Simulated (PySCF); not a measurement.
Geometries of 2 isomers of C5H8Se, from PBE0-D3(BJ)/def2-SVP geometry optimisation, gas phase in PySCF 2.14.0. One conformer each, no zero-point energy, no frequencies.

Question: Which isomer lies lower at this level?
A.
```xyz
14
angstrom
C      0.597    1.000    1.110
C      0.655   -0.004    0.207
C      1.915   -0.721    0.096
Se     2.282   -2.062   -0.990
C     -0.498   -0.406   -0.669
C     -1.772    0.402   -0.507
H      1.466    1.252    1.725
H     -0.306    1.594    1.262
H      2.704   -0.366    0.774
H     -0.149   -0.373   -1.715
H     -0.694   -1.477   -0.491
H     -1.612    1.467   -0.736
H     -2.174    0.334    0.517
H     -2.549    0.031   -1.190
```
B.
```xyz
14
angstrom
C     -1.298   -1.452    0.427
C     -1.281   -0.117    0.330
C     -0.253    0.781    0.861
C     -0.427    2.112    0.903
Se     1.366    0.045    1.591
C      2.115   -0.636   -0.071
H     -2.120   -2.035    0.005
H     -0.500   -1.988    0.950
H     -2.107    0.391   -0.184
H     -1.367    2.556    0.555
H      0.343    2.782    1.290
H      1.440   -1.369   -0.531
H      2.307    0.191   -0.766
H      3.064   -1.125    0.188
```

Answer: A. That is `C=C(C=[Se])CC`, 7.3 kcal/mol below the other.

| SMILES | atoms numbered as above | E (Eh) | relative (kcal/mol) | relative (kJ/mol) | dipole (D) |
| --- | --- | --- | --- | --- | --- |
| C=C(C=[Se])CC | [CH2:1]=[C:2]([CH:3]=[Se:4])[CH2:5][CH3:6] | -2595.91340 | 0.0 | 0.0 | 2.59 |
| C=CC(=C)[Se]C | [CH2:1]=[CH:2][C:3](=[CH2:4])[Se:5][CH3:6] | -2595.90178 | 7.3 | 30.5 | 1.33 |
